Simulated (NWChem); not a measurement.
All runs are NWChem calculations. System: GeI2, charge 0, spin multiplicity 1, at a geometry optimised with PBE/def2-SVP with def2 effective core potentials on I. The structure started from a generated list of species. Level: TD-PBE/def2-SVP with def2 effective core potentials on I.

Job file:

```
start mol
memory heap 200 mb stack 900 mb global 1100 mb
geometry units angstroms nocenter noautoz
  Ge     0.000000     0.000000    -1.229151
  I     -2.032331     0.000000     0.371065
  I      2.032331     0.000000     0.371065
  symmetry group C2v
end
basis spherical
  * library def2-svp
end
ecp
  I library def2-ecp
end
dft
  xc xpbe96 cpbe96
  semidirect memsize 60000000 filesize 0
  iterations 100
end
tddft
  rpa
  nroots 5
  notriplet
  thresh 1e-4
end
task tddft energy
```

NWChem printed:

```
             Northwest Computational Chemistry Package (NWChem) 7.3.0
             --------------------------------------------------------

                                NWChem Input Module
                                -------------------

 Scaling coordinates for geometry "geometry" by  1.889725989
 (inverse scale =  0.529177249)

 Turning off AUTOSYM since
 SYMMETRY directive was detected!

                             Geometry "geometry" -> ""
                             -------------------------

 Output coordinates in angstroms (scale by  1.889725989 to convert to a.u.)

  No.       Tag          Charge          X              Y              Z
 ---- ---------------- ---------- -------------- -------------- --------------
    1 Ge                  32.0000     0.00000000     0.00000000    -1.22915100
    2 I                   53.0000    -2.03233100     0.00000000     0.37106500
    3 I                   53.0000     2.03233100     0.00000000     0.37106500

 Effective nuclear repulsion energy (a.u.)    1059.6231490896

            Nuclear Dipole moment (a.u.)
            ----------------------------
        X                 Y               Z
 ---------------- ---------------- ----------------
     0.0000000000     0.0000000000     0.0001096041

      Symmetry information
      --------------------

 Group name             C2v
 Group number             16
 Group order               4
 No. of unique centers     2

      Symmetry unique atoms

     1    2


 Summary of "ao basis" -> "" (spherical)
 ------------------------------------------------------------------------------
       Tag                 Description            Shells   Functions and Types
 ---------------- ------------------------------  ------  ---------------------
 *                          def2-svp                  on all atoms

 Summary of "ao basis" -> "ao basis" (spherical)
 ------------------------------------------------------------------------------
       Tag                 Description            Shells   Functions and Types
 ---------------- ------------------------------  ------  ---------------------
[...]
  Root   3 singlet b1             0.117033630 a.u.                3.1846 eV
  ----------------------------------------------------------------------------
     Transition Moments    X  0.78103   Y  0.00000   Z  0.00000
     Transition Moments   XX  0.00000  XY  0.00000  XZ  1.08473
     Transition Moments   YY  0.00000  YZ -0.00000  ZZ  0.00000
     Dipole Oscillator Strength                    0.0475939402
     Electric Quadrupole                           0.0000000100
     Magnetic Dipole                               0.0000000159
     Total Oscillator Strength                     0.0475939661

          sigma_e =   2.0607 Angstrom
          sigma_h =   2.4652 Angstrom
         |d_h->e| =   1.1828 Angstrom
            d_exc =   3.4396 Angstrom
            d_CD1 =   1.5873 Angstrom
            d_CD2 =  -1.0801 Angstrom
            d_CD3 =   4.6225 Angstrom
     Pearson C.C. =  -0.0107

     Occ.   36  b1  ---  Virt.   43  a1  -0.07679 X
     Occ.   39  a2  ---  Virt.   42  b2  -0.96095 X
     Occ.   39  a2  ---  Virt.   42  b2   0.08006 Y
     Occ.   40  b1  ---  Virt.   43  a1   0.20964 X
     Occ.   41  a1  ---  Virt.   44  b1   0.18566 X
  ----------------------------------------------------------------------------
  Root   4 singlet b2             0.136494283 a.u.                3.7142 eV
  ----------------------------------------------------------------------------
     Transition Moments    X  0.00000   Y -0.19519   Z  0.00000
     Transition Moments   XX -0.00000  XY -0.00000  XZ  0.00000
     Transition Moments   YY  0.00000  YZ  1.70256  ZZ -0.00000
     Dipole Oscillator Strength                    0.0034670203
     Electric Quadrupole                           0.0000000393
     Magnetic Dipole                               0.0000010933
     Total Oscillator Strength                     0.0034681528

          sigma_e =   2.0266 Angstrom
          sigma_h =   2.3192 Angstrom
         |d_h->e| =   0.6290 Angstrom
            d_exc =   3.1579 Angstrom
            d_CD1 =   0.9216 Angstrom
            d_CD2 =  -1.5440 Angstrom
            d_CD3 =   3.7868 Angstrom
     Pearson C.C. =  -0.0096

     Occ.   35  a1  ---  Virt.   42  b2  -0.06287 X
     Occ.   37  a1  ---  Virt.   42  b2  -0.98912 X
     Occ.   41  a1  ---  Virt.   42  b2   0.13671 X
  ----------------------------------------------------------------------------
  Root   5 singlet a1             0.142468481 a.u.                3.8768 eV
  ----------------------------------------------------------------------------
     Transition Moments    X -0.00000   Y  0.00000   Z -0.30075
     Transition Moments   XX -1.93385  XY -0.00000  XZ -0.00000
     Transition Moments   YY  0.45395  YZ  0.00000  ZZ -0.19800
     Dipole Oscillator Strength                    0.0085911539
     Electric Quadrupole                           0.0000000235
     Magnetic Dipole                               0.0000000000
     Total Oscillator Strength                     0.0085911774

          sigma_e =   2.0859 Angstrom
          sigma_h =   2.3311 Angstrom
         |d_h->e| =   0.8606 Angstrom
            d_exc =   3.2573 Angstrom
            d_CD1 =   1.1058 Angstrom
            d_CD2 =  -1.3480 Angstrom
            d_CD3 =   4.1179 Angstrom
     Pearson C.C. =  -0.0087

     Occ.   36  b1  ---  Virt.   44  b1   0.11402 X
     Occ.   37  a1  ---  Virt.   43  a1   0.17414 X
     Occ.   38  b2  ---  Virt.   42  b2  -0.94175 X
     Occ.   38  b2  ---  Virt.   42  b2   0.07539 Y
     Occ.   40  b1  ---  Virt.   44  b1   0.05927 X
     Occ.   41  a1  ---  Virt.   43  a1  -0.26525 X

              Target root =      1
          Target symmetry = none
      Ground state energy =  -2671.892988844390
        Excitation energy =      0.088088335956
     Excited state energy =  -2671.804900508434

  stored tddft:energy   -2671.8049005084335

 Task  times  cpu:       64.7s     wall:       64.7s

 Total times  cpu:       64.7s     wall:       64.7s
```
